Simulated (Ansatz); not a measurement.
Reaction (ligand exchange at the Si–S bond): `N[SiH2]SS` + `OCO` → `N[SiH2]OCO` + `SS`

Program: Ansatz. Geometries: PBE0-D4/def2-TZVP. ΔE: electronic, gas phase. CCSD(T)/CBS is the MP2 limit (def2-TZVPP, def2-QZVPP) plus CCSD(T) − MP2 in def2-TZVPP, frozen cores. This one scheme is used for every species. Functionals use def2-TZVPP. One conformer a species, not always the lowest.

Problem. Is it downhill or uphill in electronic energy at CCSD(T)/CBS, and by how much? (Best estimate.)

Solution. Ansatz gave: Downhill: ΔE = -7.2 kcal/mol.

Problem. What do these levels give: PBE-D4, r2SCAN-D4, ωB97M-V, SCS-MP2/def2-TZVPP, SCS-MP2/def2-QZVPP, MP2/CBS(def2)? (Estimate.)

Solution. The calculation gave: PBE-D4 -3.9, r2SCAN-D4 -6.7, ωB97M-V -7.7, SCS-MP2/def2-TZVPP -8.5, SCS-MP2/def2-QZVPP -8.2, MP2/CBS(def2) -6.3 kcal/mol.

Largest T1 diagnostic among the species: 0.012.

From PBE to PBE0 (25 % exact exchange), in def2-TZVPP and without D4, ΔE moves by −0.9 kcal/mol. The D4 term adds +1.2 kcal/mol with B3LYP and +0.6 kcal/mol with PBE0; it sums over pairs of atoms, weighted by their polarisabilities, and B3LYP, whose exchange is more repulsive, gets the larger term. In def2-TZVPP, CCSD(T) changes the Hartree–Fock value by +3.7 kcal/mol (the triples alone add +0.9 kcal/mol) and MP2 by +4.6 kcal/mol.

B3LYP here is the variant with VWN-RPA as its local correlation; programs differ in this.
